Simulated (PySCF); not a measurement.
C3H11NSi2, SMILES C=CN([SiH3])C[SiH3].

Coordinates come from a B3LYP-D3(BJ)/def2-SVP optimisation. The structure was generated by enumeration, and PubChem lists no compound with its InChIKey, so it may never have been made. Other conformers were not sampled.

Calculation: TDA-LC-ωPBE/def2-SVPD (PySCF 2.14.0).

Vertical excitations. Gas-phase values at a fixed geometry.

Computed UV-visible absorptions:
```
state  energy (eV)  λ (nm)      f                                                            main pairs
-----  -----------  ------  -----  --------------------------------------------------------------------
S1            6.03     206  0.022  HOMO→LUMO 33 %, HOMO→LUMO+1 26 %, HOMO→LUMO+4 15 %, HOMO→LUMO+2 12 %
S2            6.15     202  0.313                                    HOMO→LUMO+3 66 %, HOMO→LUMO+2 24 %
S3            6.52     190  0.025  HOMO→LUMO+5 28 %, HOMO→LUMO 17 %, HOMO→LUMO+4 15 %, HOMO→LUMO+10 7 %
S4            6.77     183  0.031  HOMO→LUMO+5 40 %, HOMO→LUMO 23 %, HOMO→LUMO+1 10 %, HOMO→LUMO+6 10 %
S5            6.98     178  0.014                                    HOMO→LUMO+4 46 %, HOMO→LUMO+1 32 %
S6            7.16     173  0.023                                      HOMO→LUMO+6 60 %, HOMO→LUMO 11 %
T1            3.76     330      0                                    HOMO→LUMO+3 60 %, HOMO→LUMO+2 14 %
T2            5.79     214      0  HOMO→LUMO+1 33 %, HOMO→LUMO 20 %, HOMO→LUMO+4 16 %, HOMO→LUMO+2 12 %
```
Triplets are in the Tamm–Dancoff approximation.
